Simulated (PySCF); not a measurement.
# Which is lower?

Two relaxed structures of SiH$_{4}$SeO, singlet (PBE0-D4/def2-TZVP; forces vanish, vibrations not checked).

A:

```xyz
7
angstrom
O -1.9343 -0.3511 0.7233
Se -0.2708 -0.7575 1.3320
Si 0.8893 0.3182 -0.3155
H -2.2046 -1.0910 0.1699
H 0.5845 -0.2707 -1.6446
H 0.5708 1.7666 -0.3308
H 2.3172 0.0979 0.0338
```

B:

O1  (-1.928, -0.550, 0.506)
Se2  (-0.219, -1.124, 0.578)
Si3  (1.028, 0.809, -0.085)
H4  (-2.488, -1.335, 0.482)
H5  (1.454, 0.012, -1.310)
H6  (-0.036, -0.920, 2.030)
H7  (2.032, 0.122, 0.848)
(Å)

PySCF 2.14 with density fitting (its default auxiliary sets; JK sets also for MP2 and CCSD(T)); basis: def2-TZVPP; cores frozen in the correlated methods. Filled d shells of the heavier atoms are correlated. The def2 sets are not built for correlating such inner shells, so the correlated values are less sure here. B3LYP uses VWN-RPA correlation.

Problem. Which structure is lower at CCSD(T), and by how much? (To be estimated.)

Solution. By the calculation: A, by 190.0 kJ/mol (electronic energy, against the other). By their contacts, A is SiH₄SeO ([OH][Se][SiH3]) and B is SiH₄SeO ([OH][SeH][SiH2]).

All methods give the same order:

| method | E(B) − E(A) (kJ/mol) |
| --- | --- |
| PBE-D4 | 162.1 |
| r2SCAN-D4 | 182.4 |
| PBE0-D4 | 180.8 |
| B3LYP-D4 | 184.3 |
| wB97M-V | 189.0 |
| HF | 233.2 |
| MP2 | 199.8 |
| CCSD | 196.2 |
| CCSD(T) | 190.0 |

The T1 diagnostic stays at or below 0.015.

Labels in which every atom is bracketed show which atoms are joined, not bond orders.

For scale, one of the runs: CCSD(T)/def2-TZVPP, 177 basis functions, launched by `OMP_NUM_THREADS=2 python run.py`. The run took 5.6 min on 2 CPU threads of a Oxide Virtual Turin-like (shared host), with 1.9 GiB of host memory at its peak.
